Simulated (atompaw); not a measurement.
# Building the PAW (atompaw) potential for V (Z = 23) (LDA (PW92), scalar-relativistic).

atompaw 4.2.0.5 input, output lines left out:

```
V 23
LDA-PW scalarrelativistic loggrid 1500 logderivrange -4 5 226
4 4 3 0 0 0
4 0 0
4 1 0
3 2 3
0 0 0
c
c
c
v
c
c
v
v
2
3.00 2.35 2.65 1.95
y
1.75
n
y
-0.6
n
y
-0.75
n
custom rrkj gramschmidtortho sinc
3 0 troulliermartins
3.00
2.25
3.00
3.00
2.45
2.45
```

- Cutoffs needed: 15 Ry and 18 Ry (the cutoffs (Ry, on a coarse ladder) from which the occupation-weighted sum of valence levels, in a spherical-Bessel basis at the reference potential, stays within 10 and 1 mRy of its value at 400 Ry)
- Ghost test: no extra level below or beside the all-electron valence levels (s, p, d, f tested) (spherical-Bessel basis up to 400 Ry, 20 bohr box)
- Lowest eigenvalue of the overlap operator: 0.17 (d channel)
- Overlap eigenvalues printed by atompaw (projector basis): 0.165, 0.267, 0.388, 2.77, 3.78, 13
- Share of each valence orbital outside the PAW sphere: 4s 36 %, 4p 55 %, 3d 3 %
